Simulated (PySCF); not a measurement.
H5O4Si, SMILES [OH2+][Si](O)(O)O, charge +1.

Geometry optimised at PBE0-D3(BJ)/def2-SVP. The isomer is the one that the SMILES or the coordinates give; other isomers of the formula were not compared. The values are those of a single conformer.

Two levels are set side by side: PBE/def2-TZVP (PySCF) and B3LYP/def2-TZVP (PySCF). Same geometry, gas phase. Differences are taken from unrounded values.

```csv
quantity,B3LYP,PBE,PBE minus B3LYP
orbital gap (eV),8.76,6.71,-2.05
highest occupied level (eV),-14.39,-12.90,1.49
lowest empty level (eV),-5.63,-6.19,-0.57
mean polarisability (bohr³),33.8,35.4,1.6
```

Without exact exchange PBE keeps part of each electron's self-repulsion, which lifts occupied levels and narrows the gap. PBE's more diffuse valence density responds more strongly to a field. Differences between two approximate levels are no errors against the true value.

Rough cost on one machine, each run with all the roots and properties that it gave: B3LYP against PBE within a factor of 2.
